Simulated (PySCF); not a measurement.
Gas-phase reaction: I2 + 2 H → 2 HI

Computed with PySCF and rigid-rotor harmonic-oscillator thermochemistry at 1 bar. 'Table' is the NASA 1993 thermochemical table (part measured, part estimated). After a fit of one offset per element over all species, the range-separated, M06-2X, PBE0/def2-QZVP and CCSD(T)/def2-TZVPP enthalpies, where run, lie to one side of the table for I2 (+16 kJ/mol): a fault of the table's entry, another state or a shared error of the levels is possible; this was not checked at source. † marks an energy on the PBE0/def2-TZVP geometry and frequencies. MP2 freezes the core. Open shells (unrestricted): H (multiplicity 2); the rest are closed-shell singlets. I: scalar-relativistic def2 core potential, no spin-orbit coupling. MP2 isn't extrapolated to the basis-set limit; its ΔH°(298 K) is -429.3 kJ in def2-SVP and -437.6 kJ in def2-TZVPP. The harmonic model lacks anharmonicity and excited electronic states, which grow with temperature; levels with a mode under 35 cm⁻¹ are left out.

```json
[
 {"level": "table", "ΔH°(298 K), kJ": "-445.7", "minus table": "-", "ΔG°(1000 K), kJ": "-359.0"},
 {"level": "HF/def2-TZVP†", "ΔH°(298 K), kJ": "-359.4", "minus table": "86.3", "ΔG°(1000 K), kJ": "-273.0"},
 {"level": "M06-2X/def2-TZVP†", "ΔH°(298 K), kJ": "-435.3", "minus table": "10.4", "ΔG°(1000 K), kJ": "-348.9"},
 {"level": "MP2/def2-SVP†", "ΔH°(298 K), kJ": "-429.3", "minus table": "16.4", "ΔG°(1000 K), kJ": "-342.9"},
 {"level": "MP2/def2-TZVPP†", "ΔH°(298 K), kJ": "-437.6", "minus table": "8.1", "ΔG°(1000 K), kJ": "-351.2"},
 {"level": "PBE/def2-TZVP†", "ΔH°(298 K), kJ": "-426.6", "minus table": "19.1", "ΔG°(1000 K), kJ": "-340.2"},
 {"level": "r2SCAN/def2-TZVP†", "ΔH°(298 K), kJ": "-442.0", "minus table": "3.7", "ΔG°(1000 K), kJ": "-355.6"},
 {"level": "LDA/def2-TZVP†", "ΔH°(298 K), kJ": "-473.8", "minus table": "-28.1", "ΔG°(1000 K), kJ": "-387.4"}
]
```
